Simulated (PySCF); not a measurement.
Excitations are Tamm–Dancoff values on a coarser integration grid. The basis has no diffuse functions, so Rydberg states are missing or too high.

Species: H3FSn, SMILES `[SnH3][F]` (charge 0, multiplicity 1).

Problem. Estimate the S1–T1 gap (TDA), LUMO, HOMO, HOMO–LUMO gap and T1 excitation (TDA) that PySCF with ωB97X-D3(BJ)/def2-TZVP // PBE0-D3(BJ)/def2-TZVP returns for this input.

Solution. 
The S1–T1 gap (TDA) is 0.36 eV and the LUMO comes out as 0.99 eV. The HOMO comes out as -11.87 eV and the HOMO–LUMO gap is 12.85 eV. The T1 excitation (TDA) comes out as 7.04 eV.
